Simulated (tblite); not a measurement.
Run record: tight-binding relaxation, `[NH2+]B(P)Cl` [radical].

Computed with GFN2-xTB geometry optimisation, gas phase (tblite 0.8.0). Start geometry: from a force field or distance geometry. A driver script takes a list of jobs; this job's settings line and coordinates (Å) are shown.

Command:
```bash
OMP_NUM_THREADS=1 python probes_run.py task.json out
```

Input:
```
{"job": {"kind": "relax", "xc": "GFN2-xTB", "basis": "xTB"}, "charge": 1, "multiplicity": 2}
N      0.996300    -0.736600    -0.038900
B      0.161900     0.550100    -0.002500
P     -1.750000     0.449600     0.046900
Cl     1.006100     2.195000     0.019100
H      1.622200    -0.721000     0.798100
H      1.584900    -0.681900    -0.892500
H     -1.830200    -0.499500    -1.052000
H     -1.782100    -0.546300     1.097300
```

Output:
```
step      E/eV     max force
  0    -347.48024    3.305
  1    -347.87564    2.206
  2    -348.16387    2.381
  3    -348.25169    0.593
  4    -348.28662    0.727
  5    -348.39310    0.928
  6    -348.42510    0.711
  7    -348.46347    0.279
  8    -348.46831    0.273
  9    -348.47655    0.261
... (110 lines left out)
120    -349.29162    0.326
121    -349.29609    0.019
122    -349.29620    0.015
123    -349.29600    0.100
124    -349.29636    0.011
125    -349.29643    0.014
126    -349.29647    0.043
127    -349.29651    0.024
128    -349.29655    0.014
129    -349.29664    0.005
```

«max force» is the largest atomic force in eV/Å.

Task: From which step on does the largest force stay under 0.1 eV/Å, and how much energy is left to gain from there?

Result: From step 121 (0.019 eV/Å), 0.6 meV above the end.

In short: energy lowered by 41.9 kcal/mol over 129 steps; largest atomic force 0.005 eV/Å at the end.

Task: Where do the atoms end?

Result: 1.359 Å rms from the input after alignment:
```
atom  x, y, z in Å
N1     1.4766   -0.3962    0.2040
B2     0.3127    0.1615   -0.2209
P3    -1.4663   -0.2089    0.5046
Cl4    0.0547    1.3027   -1.4717
H5     1.5519   -1.0687    0.9548
H6     2.3819   -0.1864   -0.1966
H7    -2.0514    1.0240    0.7690
H8    -2.2510   -0.6184   -0.5678
```
Labels such as C1 count atoms from 1, the log's own numbers from 0.
